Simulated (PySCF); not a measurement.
Computed data sheet: `C[SiH]([SiH3])[SiH3]`

CH10Si3.
SMILES with atom numbers: `[CH3:1][SiH:2]([SiH3:3])[SiH3:4]` (hydrogens: H5, H6, H7 on C1; H8 on Si2; H9, H10, H11 on Si3; H12, H13, H14 on Si4)

Structural features include: Si–H bond and C–Si bond.

PBE0-D3(BJ)/def2-SVP geometry optimisation, gas phase (PySCF):

```yaml
Point_group: Cs
Rotational_constants_A_B_C: 3.450, 1.947, 1.388 GHz
```

CAM-B3LYP/def2-SVPD ground state, ΔSCF and vertical TDDFT (core frozen in the response) (PySCF):

```yaml
Dipole_moment: 0.93 D
HOMO_energy: -8.96 eV
LUMO_energy: 0.77 eV
HOMO–LUMO_gap: 9.73 eV
Lowest_singlet_excitation: 6.62 eV (187 nm, f = 0.061)
Strongest_line_among_the_10_lowest_singlet_transitions: S7 at 7.65 eV (162 nm, f = 0.394)
Lowest_triplet_excitation_Tamm–Dancoff: 5.83 eV
Static_isotropic_polarisability: 104.2 au
Vertical_ionisation_energy: 9.61 eV
Electronic_spatial_extent_⟨r²⟩_about_the_centre_of_nuclear_charge: 947 bohr²
```

**PBE0/pcSseg-1 ground state and GIAO shieldings, non-relativistic (PySCF)**

```yaml
Lowest_Hirshfeld_atomic_charge: -0.20 e on C1
Highest_Hirshfeld_atomic_charge: +0.20 e on Si3/Si4
13C_chemical_shifts_computed_TMS_as_zero_by_class: -8.3 (C1) ppm
1H_chemical_shifts_computed_TMS_as_zero_by_class: 3.92 (H8), 3.56 (H9/H10/H11/H12/H13/H14), 0.37 (H5/H6/H7) ppm
Isotropic_shieldings_of_nuclei_other_than_C_and_H_by_class: 432 (Si2), 455 (Si3/Si4) ppm
Mayer_bond_orders_between_heavy_atoms: C1–Si2 0.94, Si2–Si3 0.90, Si2–Si4 0.90
```

delta-SCF UKS SCAN, pcX-2 on the ionised atom, pcseg-1 elsewhere, spin-free X2C; 2p3/2 from a spin–orbit splitting computed afterwards within the 2p shell (PySCF):

```yaml
Core_binding_energies: Si2p3/2 106.0 (Si2), Si2p3/2 106.3 (Si3/Si4), C1s 290.2 (C1), Si1s 1845.7 (Si2), Si1s 1846.0 (Si3/Si4) eV
```

Monoisotopic mass from the formula: 106.0090 u.

The polarisability is 15.43 Å³ as a volume (1 au = 0.148185 Å³), or 1.80 au for each of the 58 electrons. No computed singlet falls in the visible range (750 to 380 nm, 1.65 to 3.26 eV); S1 lies 3.36 eV above its blue end. The rotational constants make it an asymmetric top with κ = (2B − A − C)/(A − C) = -0.46, nearer the prolate limit (−1). The largest Löwdin shares of the HOMO are 0.30 on Si2, 0.21 on Si4, 0.21 on Si3 and 0.05 on H9. The vertical singlet–triplet gap S1 − T1 is 0.79 eV (TDDFT singlet less Tamm–Dancoff triplet; S1: HOMO→LUMO, weight 0.85; T1: HOMO→LUMO, weight 0.64). A dipole of 0.93 D is allowed in Cs, and pure rotational transitions are dipole-allowed.

 NMR classes are plain means over equivalent atoms (diastereotopic ones count apart unless rotation or inversion swaps them), as if these changed places fast; in this geometry the members of some classes differ.
